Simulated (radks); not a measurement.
The numbers below are computed, except where a source is named.
All-electron atom: Cu8+ in [Ar] 3d3.

Code: a radial shooting solver on a logarithmic mesh with Libxc functionals. Model: Dirac Kohn-Sham, LB94 model potential, spin-unpolarised, spherical densities, finite nucleus; open shells fill j = l - 1/2 first; Fermi nuclear charge, rms radius 3.8823 fm.

Energy parts (hartree):
part                   energy
kinetic            1667.00642
electron-nucleus  -3786.76511
Hartree             549.02174
(The LB94 potential has no energy functional, so no total or exchange-correlation energy is given.)

Orbitals (lengths in bohr, moments of r in powers of bohr; r(max) is where P^2 peaks):
orbital  occ.  eigenvalue (hartree)      <r>   <1/r>   r(max)       <r^4>  small-component weight
1s1/2       2             -335.6135  0.05202   29.19  0.03411  0.00003399                1.10e-02
2s1/2       2             -47.59454   0.2339   6.370   0.1967    0.007191                2.08e-03
2p1/2       2             -42.77289   0.2031   6.341   0.1561    0.005151                2.07e-03
2p3/2       4             -42.00684   0.2063   6.199   0.1589    0.005432                2.04e-03
3s1/2       2             -11.33093   0.6683   2.135   0.5962      0.4023                5.20e-04
3p1/2       2              -9.80193   0.6731   2.049   0.5887      0.4481                4.91e-04
3p3/2       4              -9.68437   0.6807   2.017   0.5958      0.4671                4.82e-04
3d3/2       3              -7.16918   0.6688   1.846   0.5216      0.5400                4.13e-04
3d5/2       0              -7.15006   0.6711   1.838   0.5236      0.5462                4.11e-04
4s1/2       0              -4.68518    1.480  0.9443    1.418       8.483                1.79e-04
4p1/2       0              -4.18441    1.550  0.8973    1.485       10.48                1.68e-04
4p3/2       0              -4.15392    1.561  0.8887    1.497       10.78                1.66e-04

The highest occupied level is 3d3/2 at -195.08 eV. The electron density at the nucleus is 2.223e+04 e/bohr^3. Summed over all electrons, <r^2> = 6.281 bohr^2, which gives a Langevin (diamagnetic) susceptibility term of -4.97 x 10^-6 cm^3/mol.
